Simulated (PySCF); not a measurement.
Several molecules and their computed UV-vis stick spectra, shuffled. The calculation used TDDFT B3LYP/def2-SVPD, vertical, gas phase, core orbitals frozen in the response in PySCF 2.14.0, density-fitted response routines. Geometries: PBE0-D3(BJ)/def2-SVP; one conformer of each isolated species. Triplets are in the Tamm–Dancoff approximation. Atoms past krypton carry core potentials; spin–orbit coupling is left out.

A. `O=C(F)c1cccc2ccccc12`
B. `C1CCCC1C#C`
C. `[C@@H]12O[C@H](C=C2)C(=C1)CF`
D. `[SiH3][InH2]`
E. `CCCCl`

Lowest singlet levels (six at most, fewer where fewer were computed) with oscillator strengths:

1. 173 nm (f 0.003); 171 nm (f 0.005); 162 nm (f 0.008); 160 nm (f 0.036); 147 nm (f 0.011); 146 nm (f 0.008); T1 6.55 eV
2. 329 nm (f 0.099); 296 nm (f 0.032); 261 nm (f 0.000); 236 nm (f 0.099); 233 nm (f 0.244); 221 nm (f 0.078); T1 2.72 eV
3. 273 nm (f 0.001); 231 nm (f 0.001); 219 nm (f 0.004); 208 nm (f 0.009); 196 nm (f 0.100); 191 nm (f 0.017); T1 3.18 eV
4. 193 nm (f 0.004); 188 nm (f 0.002); 187 nm (f 0.004); 176 nm (f 0.022); 176 nm (f 0.023); 165 nm (f 0.027); T1 5.35 eV
5. 323 nm (f 0.001); 276 nm (f 0.000); 200 nm (f 0.230); 197 nm (f 0.000); 193 nm (f 0.011); 190 nm (f 0.255); T1 3.36 eV

Question: Which spectrum belongs to which structure?

Answer: 1 = E, 2 = A, 3 = C, 4 = B, 5 = D.
- A: S1 at 3.77 eV, HOMO→LUMO (95%); Löwdin shares by element: HOMO carbon 53% or more (atoms not listed hold the other 47%); LUMO carbon 50% or more (atoms not listed hold the other 50%); HOMO -6.72 and LUMO -2.51 eV; point group Cs, 1 of its 6 listed states under f = 0.0005.
- B: S1 at 6.42 eV, HOMO→LUMO (52%), HOMO→LUMO+1 (18%), HOMO→LUMO+4 (15%); Löwdin shares by element: HOMO carbon 87% or more; LUMO carbon 26% or more, hydrogen 10% or more (atoms not listed hold the other 65%); HOMO -7.28 and LUMO 0.29 eV.
- C: S1 at 4.53 eV, HOMO→LUMO (98%); Löwdin shares by element: HOMO carbon 57% or more, oxygen 17% (atoms not listed hold the other 26%); LUMO carbon 68% or more (atoms not listed hold the other 32%); HOMO -6.39 and LUMO -1.10 eV.
- D: S1 at 3.84 eV, HOMO→LUMO (100%); Löwdin shares by element: HOMO silicon 35%, indium 32%, hydrogen 17% or more (atoms not listed hold the other 15%); LUMO indium 68%, silicon 15%, hydrogen 14% or more; HOMO -7.19 and LUMO -2.40 eV; point group Cs, 2 of its 6 listed states under f = 0.0005.
- E: S1 at 7.17 eV, HOMO→LUMO (79%), HOMO→LUMO+1 (18%); Löwdin shares by element: HOMO chlorine 76%, carbon 13% or more, hydrogen 4% or more; LUMO chlorine 36%, carbon 21% or more, hydrogen 19% or more (atoms not listed hold the other 24%); HOMO -8.11 and LUMO 0.28 eV.
A and D have S1 within 0.08 eV of each other; their strongest listed levels stand at 5.31 eV (f 0.244) and 6.54 eV (f 0.255).
